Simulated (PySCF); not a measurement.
**S (sulfur, neutral) across methods**

[Ne] 3s1 3p4 4s1, high-spin 5P determinant (an excited configuration). Computed with PySCF 2.14 in dyall-acv3z, with scalar relativity by spin-free X2C-1e.

```tsv
method	E (hartree)	mean ε 3p α (eV)	mean ε 3p β (eV)	mean ε 4s α (eV)	Σ⟨r²⟩ (bohr²)	⟨S²⟩
PBE	-398.4285	-12.831	-9.975	-1.975	48.74	6.003
LDA	-397.1984	-12.820	-9.931	-2.071	48.39	6.002
r2SCAN	-398.5743	-13.511	-10.116	-2.005	49.32	6.006
PBE0	-398.4525	-14.449	-10.980	-2.421	48.92	6.003
UHF	-397.99610	-18.657	-12.534	-3.395	49.72	6.010
revPBE	-398.5353	-12.840	-9.985	-1.955	48.97	6.003
BLYP	-398.6039	-12.484	-10.002	-1.765	48.63	6.003
```

(1) Estimate the same row for BHandHLYP.

The outer electron is Rydberg-like, and this basis confines it to a smaller radius and binds it less than a complete one would.

## Answers

(1) E (hartree) = -398.5842; mean ε 3p α (eV) = -15.705; mean ε 3p β (eV) = -11.956; mean ε 4s α (eV) = -2.638; Σ⟨r²⟩ (bohr²) = 48.94; ⟨S²⟩ = 6.005.
